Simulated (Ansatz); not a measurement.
Reaction (redistribution): `O[SiH2][SiH2][SiH3]` + `FCN[SiH2]F` → `FCN[SiH2][SiH3]` + `O[SiH2][SiH2]F`

Isolated molecules relaxed with PBE0-D4/def2-TZVP in Ansatz; ΔE leaves out vibrations. CCSD(T)/CBS adds triple-zeta CCSD(T) − MP2 to the extrapolated MP2 energy (def2 sets, frozen cores). This one scheme is used for every species. DFT in def2-TZVPP. B3LYP here is the variant with VWN-RPA as its local correlation; programs differ in this. One conformer a species, not always the lowest.

```csv
level,ΔE (kJ/mol)
PBE0-D4,46.3
B3LYP-D4,41.8
ωB97M-V,45.3
PBE,45.7
HF/def2-TZVPP,40.1
SCS-MP2/def2-TZVPP,44.4
MP2/CBS(def2),46.8
CCSD/CBS(def2),44.4
```

Q: What does CCSD(T)/CBS give? (An estimate is asked.)

A: Ansatz gave: +45.6 kJ/mol. The listed levels differ from it by 0.7, -3.8, -0.3, 0.1, -5.5, -1.2, 1.2, -1.2 kJ/mol.

Largest T1 diagnostic among the species: 0.013.

In def2-TZVPP, CCSD(T) changes the Hartree–Fock value by +6.5 kJ/mol (the triples alone add +1.2 kJ/mol) and MP2 by +7.6 kJ/mol.

CCSD(T)/CBS has its own doubt, a few kJ/mol and more with outer-core shells, so smaller differences from it don't rank the levels.
